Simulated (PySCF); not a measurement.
C2H7FOSi2, SMILES C[Si@H](F)C(=O)[SiH3].

Geometry optimised at PBE-D3(BJ)/def2-SVP. The structure was generated by enumeration; whether it is a known compound was not checked. The values are those of a single conformer.

The numbers are results of PBE-D3(BJ)/def2-SVP (PySCF), not measurements.

Frequencies are harmonic and unscaled.

Computed harmonic wavenumbers and intensities:
```tsv
mode	ν (cm⁻¹)	IR (km/mol)	moving atoms (share of kinetic energy)
1	34	2.1	O 27 %, C 24 %, Si 17 %, H 17 %, F 15 %
2	78	6.4	F 42 %, Si 27 %, H 13 %, C 10 %
3	88	0.3	H 96 %
4	135	2.3	C 31 %, H 30 %, Si 19 %, O 12 %
5	144	0.7	H 90 %
6	225	9.5	F 26 %, Si 24 %, H 23 %, C 16 %, O 11 %
7	232	20.8	H 25 %, Si 23 %, F 21 %, C 17 %, O 15 %
8	303	1.1	O 47 %, Si 29 %, F 15 %
9	332	5.1	H 54 %, C 31 %, Si 9 %
10	404	1.1	Si 51 %, H 19 %, O 15 %, C 14 %
11	545	17.0	H 58 %, Si 17 %, C 13 %, O 10 %
12	564	12.7	H 73 %, C 18 %
13	653	6.3	H 44 %, C 41 %, Si 8 %
14	709	41.2	H 61 %, C 31 %
15	733	84.7	H 52 %, C 22 %, Si 20 %
16	793	145.0	H 63 %, F 18 %, C 11 %
17	798	102.6	H 51 %, C 28 %, Si 11 %, F 9 %
18	856	40.8	H 82 %, Si 11 %
19	882	88.9	C 45 %, H 30 %, Si 19 %
20	892	49.7	H 69 %, Si 17 %, F 9 %
21	897	24.1	H 97 %
22	901	130.9	H 58 %, Si 24 %, F 11 %
23	1212	28.7	H 78 %, C 22 %
24	1374	5.4	H 96 %
25	1378	4.3	H 96 %
26	1663	94.7	C 57 %, O 43 %
27	2151	38.9	H 99 %
28	2166	45.4	H 96 %
29	2171	141.4	H 97 %
30	2187	87.3	H 96 %
31	2979	0.3	H 97 %
32	3081	0.4	H 91 %, C 9 %
33	3090	0.3	H 91 %, C 9 %
```
